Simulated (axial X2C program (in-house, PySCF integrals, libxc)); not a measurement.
RuS⁺: bond constants with and without spin–orbit coupling

Computed with an in-house relativistic program for diatomic molecules. Spin-free means the one-electron spin-free X2C Hamiltonian; two-component (2c) means X2C with spin–orbit coupling and atomic mean-field two-electron Coulomb and Gaunt terms, so the difference of the two also holds small scalar two-electron terms. Basis: Ru dyall-cv3z [12s12p8d5f3g], S dyall-av3z [9s8p3d2f] (cores contracted in-house); Gaussian nuclei, density fitting, unrestricted open shells. Masses: Ru 101.904 u, S 31.972 u.

Input:
```json
{"zs": [44, 16], "q": 1, "bas": ["dyall-cv3z", "dyall-av3z"], "levels": ["PBE0", "HF", "BLYP"], "cc": true, "r0": 2.08, "thr": -2.0, "nmax": 90, "npts": 10, "nst": 2, "ntry": 6}
```
```bash
python so2c.py task.json out
```

Keys: zs atomic numbers; q charge; bas basis sets; levels methods; cc coupled cluster on or off; r0 starting distance in Å; thr threshold in hartree for freezing inner shells (an s shell follows its p shell); nmax most natural virtual spinors; npts points on the curve; nst determinants followed; ntry starts of the search. HF also brings MP2.

State, spin-free: M_S = 5/2, Λ = 0 (beyond evenly filled blocks: σα, π+α, π-α, δ+α, δ-α); electrons by block: σα: 14, σβ: 13, π+α: 7, π+β: 6, π-α: 7, π-β: 6, δ+α: 2, δ+β: 1, δ-α: 2, δ-β: 1. Fragments: Ru+ + S.

State, 2c: Ω = 5/2 (⟨Sz⟩ = 2.48, ⟨Lz⟩ = 0.02 at HF); electrons by block: 1/2: 20, -1/2: 20, 3/2: 8, -3/2: 8, 5/2: 2, -5/2: 1. Fragments: Ru+ + S.

```json
{"Hamiltonian": "spin-free", "level": "PBE0", "Re (Å)": "2.110", "ωe (cm⁻¹)": "476.4", "ωexe (cm⁻¹)": "2.09", "Be (cm⁻¹)": "0.1556", "αe (cm⁻¹)": "0.000781", "De (eV)": "3.32", "D0 (eV)": "3.29", "μ (D)": "-2.28"}
{"Hamiltonian": "spin-free", "level": "HF", "Re (Å)": "2.354", "ωe (cm⁻¹)": "229.0", "ωexe (cm⁻¹)": "2.16", "Be (cm⁻¹)": "0.125", "αe (cm⁻¹)": "0.00146", "De (eV)": "0.915", "D0 (eV)": "0.900", "μ (D)": "-1.61"}
{"Hamiltonian": "spin-free", "level": "MP2", "Re (Å)": "2.045", "ωe (cm⁻¹)": "507.6", "ωexe (cm⁻¹)": "3.39", "Be (cm⁻¹)": "0.1657", "αe (cm⁻¹)": "0.00103", "De (eV)": "2.67", "D0 (eV)": "2.64", "μ (D)": "n/a"}
{"Hamiltonian": "spin-free", "level": "CCSD", "Re (Å)": "2.113", "ωe (cm⁻¹)": "471.4", "ωexe (cm⁻¹)": "2.54", "Be (cm⁻¹)": "0.1552", "αe (cm⁻¹)": "0.000845", "De (eV)": "2.50", "D0 (eV)": "2.47", "μ (D)": "n/a"}
{"Hamiltonian": "spin-free", "level": "CCSD(T)", "Re (Å)": "2.106", "ωe (cm⁻¹)": "489.2", "ωexe (cm⁻¹)": "1.97", "Be (cm⁻¹)": "0.1562", "αe (cm⁻¹)": "0.000725", "De (eV)": "2.72", "D0 (eV)": "2.69", "μ (D)": "n/a"}
{"Hamiltonian": "spin-free", "level": "BLYP", "Re (Å)": "2.150", "ωe (cm⁻¹)": "450.0", "ωexe (cm⁻¹)": "1.73", "Be (cm⁻¹)": "0.1499", "αe (cm⁻¹)": "0.000727", "De (eV)": "3.76", "D0 (eV)": "3.73", "μ (D)": "-1.80"}
{"Hamiltonian": "2c", "level": "HF", "Re (Å)": "2.360", "ωe (cm⁻¹)": "225.6", "ωexe (cm⁻¹)": "2.08", "Be (cm⁻¹)": "0.1244", "αe (cm⁻¹)": "0.00145", "De (eV)": "n/a", "D0 (eV)": "n/a", "μ (D)": "-1.57"}
{"Hamiltonian": "2c", "level": "MP2", "Re (Å)": "2.045", "ωe (cm⁻¹)": "505.1", "ωexe (cm⁻¹)": "3.4", "Be (cm⁻¹)": "0.1657", "αe (cm⁻¹)": "0.00103", "De (eV)": "n/a", "D0 (eV)": "n/a", "μ (D)": "n/a"}
```

Correlated methods: 13 electrons correlated (number of frozen shells: Ru 4 s, 3 p, 1 d; S 2 s, 1 p), 291 virtual spin orbitals or spinors in MP2.

Dipoles are positive if S is the positive end and refer to the centre of mass.

Occupations by symmetry block were frozen at the best pattern of an incomplete PBE0 search. De is counted from the lowest determinant-based energies of the atoms at the same level, without counterpoise correction. De is not given where an atomic determinant may have missed its ground term or J level, or where the truncated virtual space spoils (T). CCSD and (T) use frozen natural virtuals with an MP2 correction for the truncation; (T) itself is uncorrected, so its De runs slightly low. PBE0 can misorder states that lie within some tenths of an eV, so this need not be the ground state of the molecule. The nearest other spin-free determinant of the search, M_S = 3/2, Λ = 3, lies 0.50 eV up at the distance of the search. Without a current term, density functionals place determinants with orbital angular momentum somewhat too high. With several unpaired electrons one determinant need not be a pure state. At some level and bond length an empty orbital lies below a filled one. This is the top spin component of a Σ state; components of lower Ω are not single determinants and can lie lower. The T1 diagnostic is large, a sign of multireference character.

No reliable constants came from BLYP (2c), CCSD (2c), CCSD(T) (2c), PBE0 (2c): no minimum in range, unconverged points, a curve that is not smooth, a change of character along it, or the two Hamiltonians disagreeing along it.

Rough cost a point (2c) on 1 thread(s) of a shared host, integrals apart: HF 1.1 s.

The whole task took 4.6 min on 1 thread of Arm Neoverse V1, on a shared host.
